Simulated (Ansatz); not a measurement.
Ansatz results at the PBE0-D4/def2-TZVP geometry: LUMO energy (PBE/def2-TZVPP) -2.66 eV; HOMO energy (B3LYP/def2-TZVPP) -6.24 eV; size of the dipole moment (ωB97M-V/def2-TZVPP) 2.01 D.

Problem. Which molecule gave them?
A. `FB1C=CO1`
B. `F[CH2][GeH]([F])[SiH3]`
C. `C/N=[C](\C)[GaH2]`
D. `F[SiH]([SiH3])[SiH2]Cl`

Solution. C. The others give `F[CH2][GeH]([F])[SiH3]`: -1.58, -8.03, 0.79; `F[SiH]([SiH3])[SiH2]Cl`: -2.23, -7.74, 0.17; `FB1C=CO1`: -2.37, -7.09, 2.12.

B3LYP here is the variant with VWN-RPA as its local correlation; programs differ in this.
